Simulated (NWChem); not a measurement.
Molecule: C$_{3}$H$_{4}$F$_{2}$Si; SMILES C(=C(F)F)=C[SiH3]

```xyz
10

F      1.0948    -2.2096     0.2024
C      0.0000    -1.4916    -0.0464
F     -1.0955    -2.2077     0.2048
C      0.0006    -0.2646    -0.4868
C      0.0013     0.9855    -0.8799
Si     0.0036     2.4417     0.3209
H      0.0004     1.1989    -1.9540
H      1.2069     3.2846     0.0861
H      0.0079     1.9315     1.7135
H     -1.2025     3.2825     0.0935
```
Atoms are numbered in this order, from 1.

Coordinates come from a B3LYP/6-31G* (spherical d) optimisation.

Question: Give the principal values of the shielding tensors (ppm) of F1, C2, C4, C5, Si6 from B3LYP/6-31G* (spherical d), GIAO (NWChem), with their diamagnetic and paramagnetic parts as GIAO splits them.

Answer: 
```json
[
 {"atom": "F1", "σ11": "254.7", "σ22": "261.2", "σ33": "382.0", "isotropic": "299.3", "diamagnetic": "475.7", "paramagnetic": "-176.4"},
 {"atom": "C2", "σ11": "9.9", "σ22": "10.8", "σ33": "82.5", "isotropic": "34.4", "diamagnetic": "257.6", "paramagnetic": "-223.2"},
 {"atom": "C4", "σ11": "-72.7", "σ22": "-6.2", "σ33": "65.7", "isotropic": "-4.4", "diamagnetic": "243.9", "paramagnetic": "-248.3"},
 {"atom": "C5", "σ11": "10.3", "σ22": "60.7", "σ33": "184.7", "isotropic": "85.2", "diamagnetic": "269.3", "paramagnetic": "-184.0"},
 {"atom": "Si6", "σ11": "418.8", "σ22": "459.7", "σ33": "488.7", "isotropic": "455.7", "diamagnetic": "882.7", "paramagnetic": "-427.0"}
]
```
